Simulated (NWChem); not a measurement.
# BiBr$_{3}$; SMILES [Br][Bi]([Br])[Br]

All runs: NWChem. Coordinates come from a PBE0/def2-SVP optimisation. Not confirmed as a minimum by frequencies. def2 effective core potentials on Bi; no spin-orbit coupling. B3LYP is NWChem's, with the RPA form of VWN correlation. Ions are spin-unrestricted doublets at the neutral geometry; other ion states weren't tried.

```json
[
 {"level": "B3LYP/def2-SVP", "−ε(HOMO) (eV)": "(withheld)"},
 {"level": "PBE/def2-SVP", "−ε(HOMO) (eV)": "6.95"},
 {"level": "M06-2X/def2-SVP", "−ε(HOMO) (eV)": "9.30"},
 {"level": "CAM-B3LYP/def2-SVP", "−ε(HOMO) (eV)": "9.28"},
 {"level": "LRC-wPBEh/def2-SVP", "−ε(HOMO) (eV)": "9.92"}
]
```

**Question.** Complete the blanks.

**Answer.** 
- B3LYP/def2-SVP, −ε(HOMO) (eV): 7.87
